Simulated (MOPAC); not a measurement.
Input file for MOPAC: AM1 on AlSi-, 2S+1 = 3, a spin state set in the input, which need not be the lowest, a point of a bond scan (R = 2.327 Å). Charge -1.

```
AM1 1SCF PRECISE CHARGE=-1 UHF MS=1 THREADS=1
AlSi

Al     0.00000000 1     0.00000000 1     0.00000000 1
Si     0.00000000 1     0.00000000 1     2.32683300 1
```

It printed:

```
*******************************************************************************
 **                                                                           **
 **                              MOPAC v23.2.5                                **
 **                                                                           **
 *******************************************************************************
 ** MOPAC's Digital Object Identifier: https://doi.org/10.5281/zenodo.6511958 **
 **                                                                           **
 ** Please cite the open-source release paper for use of this MOPAC version:  **
 ** J. E. Moussa and J. J. P. Stewart (2026)                                  **
 ** MOPAC: An open-source semiempirical molecular orbital program             **
 ** J. Open Source Softw., 11(119), 8025, https://doi.org/10.21105/joss.08025 **
 *******************************************************************************

                              AM1 CALCULATION RESULTS

 *******************************************************************************
 *  AM1        - The AM1 Hamiltonian to be used
 *  UHF        - UNRESTRICTED HARTREE-FOCK CALCULATION
 *
 *
 *
 *                 CHARGE ON SYSTEM = -1
 *
 *
 *
 *  MS=        - IN MECI, MAGNETIC COMPONENT OF SPIN =  1.0
 *  PRECISE    - TIGHTER CRITERIA TO BE USED
 *  1SCF       - DO 1 SCF AND THEN STOP
 *  THREADS=1  - MULTI-THREADING NOT USED
 *  T=         - A TIME OF 172800.0 SECONDS REQUESTED
 *  DUMP=N     - RESTART FILE WRITTEN EVERY 7200.0 SECONDS REQUESTED
 *******************************************************************************
AM1 1SCF PRECISE CHARGE=-1 UHF MS=1 THREADS=1
 AlSi

   ATOM   CHEMICAL          X               Y               Z
  NUMBER   SYMBOL      (ANGSTROMS)     (ANGSTROMS)     (ANGSTROMS)

     1      Al          0.00000000  *   0.00000000  *   0.00000000  *
     2      Si          0.00000000  *   0.00000000  *   2.32683300  *



          CARTESIAN COORDINATES

    NO.       ATOM           X           Y           Z

     1        Al          0.0000      0.0000      0.0000
     2        Si          0.0000      0.0000      2.3268

 Al: (AM1): M. J. S. Dewar, A. J. Holder, Organometallics, 9, 508-511 (1990).
 Si: (AM1): M.J.S.DEWAR, C. JIE, ORGANOMETALLICS, 6, 1486-1490 (1987).

           Empirical Formula: Al Si  =     2 atoms



      MOLECULAR POINT GROUP   :   C*v


          UHF CALCULATION, NO. OF ALPHA ELECTRONS =    5
                           NO. OF BETA  ELECTRONS =    3

 -------------------------------------------------------------------------------
 AM1 1SCF PRECISE CHARGE=-1 UHF MS=1 THREADS=1
 AlSi



     1SCF WAS SPECIFIED, SO BFGS WAS NOT USED
     SCF FIELD WAS ACHIEVED


                              AM1 CALCULATION
                                                       MOPAC v23.2.5 Linux




          FINAL HEAT OF FORMATION =         72.49173 KCAL/MOL =     303.30540 KJ/MOL


          COSMO AREA              =        109.43 SQUARE ANGSTROMS
          COSMO VOLUME            =        101.10 CUBIC ANGSTROMS

          IONIZATION POTENTIAL    =          1.455096 EV
          ALPHA SOMO LUMO (EV)    =         -2.593  4.334
          BETA  SOMO LUMO (EV)    =         -1.455  3.576
          NO. OF ALPHA ELECTRONS  =          5
          NO. OF BETA  ELECTRONS  =          3
          MOLECULAR WEIGHT        =         55.0670         POINT GROUP:  C*v

          MOLECULAR DIMENSIONS (Angstroms)

            Atom       Atom       Distance
           Si     2   Al     1     2.32683
           Si     2   Al     1     0.00000
           Al     1   Si     2     0.00000


          SCF CALCULATIONS        =          1





   ATOM   CHEMICAL          X               Y               Z
  NUMBER   SYMBOL      (ANGSTROMS)     (ANGSTROMS)     (ANGSTROMS)

     1      Al          0.00000000  *   0.00000000  *   0.00000000  *
     2      Si          0.00000000  *   0.00000000  *   2.32683300  *

                             CARTESIAN COORDINATES

   1   Al        0.000000000     0.000000000     0.000000000
   2   Si        0.000000000     0.000000000     2.326833000


           Empirical Formula: Al Si  =     2 atoms



      MOLECULAR POINT GROUP   :   C*v


          ALPHA EIGENVALUES
  -6.89431  -5.57714  -4.08692  -3.70309  -2.59300   4.33382   4.66665   5.91009


           BETA EIGENVALUES
  -6.23057  -2.42269  -1.45510   3.57554   4.53454   5.05411   5.31657   7.13424


              NET ATOMIC CHARGES AND DIPOLE CONTRIBUTIONS

  ATOM NO.   TYPE          CHARGE      No. of ELECS.   s-Pop       p-Pop
    1         Al          -0.443923        3.4439     1.85350     1.59042
    2         Si          -0.556077        4.5561     1.07027     3.48581
 DIPOLE           X         Y         Z       TOTAL
 POINT-CHG.     0.000     0.000    -0.515     0.515
 HYBRID        -0.000    -0.000     3.128     3.128
 SUM           -0.000    -0.000     2.613     2.613


          ATOMIC ORBITAL ELECTRON POPULATIONS

     Atom    s        px        py        pz
    1 Al   1.85350   0.56612   0.03144   0.99287
    2 Si   1.07027   1.43388   0.96856   1.08337


                    (SZ)    =    1.000000
                    (S**2)  =    2.432060


          ATOMIC ORBITAL SPIN POPULATIONS

    Atom   Total    s     px     py     pz
         Atomic
    1 Al -0.7277  0.013 -0.501  0.031 -0.271
    2 Si  2.7277  0.697  0.501  0.969  0.560

 **********************
 *                    *
 * JOB ENDED NORMALLY *
 *                    *
 **********************




 == MOPAC DONE ==
```

The run finished. Its determinant has ⟨S²⟩ = 2.43, a mixture of spin states.

Cost: very roughly 0.03 core-seconds.
